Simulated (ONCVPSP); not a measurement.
## Pt: one change to an ONCV potential, before and after

ONCVPSP 4.0.1 input, shortened (lines: element, Z, core and valence counts, functional; n l f; lmax; l rc ep ncon nbas qcut; lloc lpopt rc5 dvloc0; l nproj debl; icmod fcfact rcfact), PBE, scalar-relativistic:

```
  Pt 78.00   11    3        4      upf
    1    0    2.00
    2    0    2.00
    2    1    6.00
    3    0    2.00
    3    1    6.00
    3    2   10.00
    4    0    2.00
    4    1    6.00
    4    2   10.00
    4    3   14.00
    5    0    2.00
    5    1    6.00
    5    2    9.00
    6    0    1.00
    2
    0    2.40    0.00    4    8    2.10
    1    1.70    0.00    5    9    7.10
    2    2.00    0.00    4    8    7.50
    4    4    1.65    1.00
    0    2    2.60
    1    2    1.00
    2    1    4.00
    3    2.25    1.05
```

In the p channel the program set the typed energies aside and used -2.059, 0.250 Ha.

Change: s: rc 2.56.

Cutoffs: the cutoffs (Ha) at which the residual kinetic energy of the hardest occupied pseudo-wave falls to 1 and 0.1 mHa per electron; they do not see the model core or the augmentation charge, which bear on the density cutoff. Errors are all-electron minus pseudo energies relative to the spin-unpolarised reference configuration.

Problem. Predict the effect on cutoff, ghosts and configuration errors.

Solution. The potential gets neither clearly harder nor softer (19 Ha and 29 Ha → 19 Ha and 26 Ha); the d channel sets the loose cutoff, while the largest relative change is in s, which becomes softer; of the 4 tests that both files solve, the error grows in 3 and shrinks in 1 by more than 15 % and 0.3 meV (median size 15.9 → 37.3 meV); neither file shows a bound ghost.

```csv
quantity,base,changed
"cutoff, loose",19 Ha,19 Ha
"cutoff, tight",29 Ha,26 Ha
loose cutoff by channel,"s 19 Ha, p 14 Ha, d 19 Ha","s 15 Ha, p 14 Ha, d 19 Ha"
bound ghosts,none,none
GHOST(+) flags under 300 eV,s at 66.1 eV,s at 64.0 eV
"error for 5p6 5d9 6s0, meV [ΔE 9.19 eV]",-8.1,-6.6
"error for 5p6 5d8 6s0, meV [ΔE 29.16 eV]",-11,-23
"error for 5p6 5d7 6s0, meV [ΔE 61.38 eV]",-21,-52
"error for 5p6 5d6 6s0, meV [ΔE 107.03 eV]",-46,-100
p: phases at 1.72 bohr within 0.05 rad from the reference energy up to (Ha; the scan ends near 5),to the end of the scan,to the end of the scan
d: phases at 2.03 bohr within 0.05 rad from the reference energy up to (Ha; the scan ends near 5),2.1,2.1
"rms error of d²Exc/dni dnj with the model core, mHa",2.74,2.75
```
